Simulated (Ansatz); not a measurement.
Consider the formal exchange of groups at a Ga–S bond: `[SH][GaH][Cl]` + `C=C(O)C#N` → `N#[C][GaH][Cl]` + `C=C(O)S`.

Isolated molecules relaxed with PBE0-D4/def2-TZVP in Ansatz; ΔE leaves out vibrations. CCSD(T)/CBS adds triple-zeta CCSD(T) − MP2 to the extrapolated MP2 energy (def2 sets, frozen cores). Functionals use def2-TZVPP. B3LYP here is the variant with VWN-RPA as its local correlation; programs differ in this. For Ga outer-core shells are correlated without core-valence functions, which leaves a few kJ/mol of doubt a bond. Scalar relativity is left out up to krypton. Each species was taken in one conformer, which may not be the lowest.

`[SH][GaH][Cl]`:

Cartesian coordinates in Å:
```
S -1.406 -0.756 -0.441
Ga 0.517 0.089 0.162
Cl 2.001 -1.382 0.620
H -1.971 0.452 -0.614
H 0.860 1.597 0.273
```

`C=C(O)C#N`:

```xyz
8

C    -1.149   -0.337    0.433
C     0.034   -0.114   -0.132
O     0.503   -0.864   -1.159
C     0.890    0.944    0.318
N     1.616    1.778    0.640
H    -1.483    0.285    1.249
H    -1.781   -1.141    0.080
H     1.370   -0.551   -1.429
```

`N#[C][GaH][Cl]`:

Cartesian coordinates in Å:
```
N 1.958 -0.249 1.422
C 1.005 -0.132 0.784
Ga -0.622 0.063 -0.243
Cl -0.304 0.206 -2.336
H -2.035 0.113 0.372
```

`C=C(O)S`:

Cartesian coordinates in Å:
```
C -1.130 -0.018 0.667
C -0.026 0.088 -0.062
O -0.070 0.326 -1.395
S 1.580 -0.009 0.670
H -2.096 0.173 0.216
H -1.076 -0.305 1.705
H 0.766 0.722 -1.664
H 2.053 -0.978 -0.138
```

| level | ΔE (eV) |
| --- | --- |
| r2SCANh-D4 | 0.95 |
| r2SCAN0-D4 | 0.94 |
| B3LYP | 0.92 |
| SCS-MP2/def2-QZVPP | 0.80 |

(1) What does CCSD(T)/CBS give? (Estimate.)

Largest T1 diagnostic among the species: 0.014.

Results:

(1) The calculation gave: +0.84 eV. The listed levels differ from it by 0.11, 0.10, 0.08, -0.04 eV.

Leaving LDA and LC-ωPBE aside and taking each functional with its dispersion term where it has one, the values, not all of them listed here, spread over 0.15 eV, from ωB97M-V to B97M-V. LDA lies +0.05 eV from PBE without D4. In def2-TZVPP, CCSD(T) changes the Hartree–Fock value by −0.05 eV (the triples alone add +0.00 eV) and MP2 by −0.05 eV. At CCSD(T), def2-SVP lies +0.06 eV from the extrapolated value and def2-TZVPP −0.03 eV.
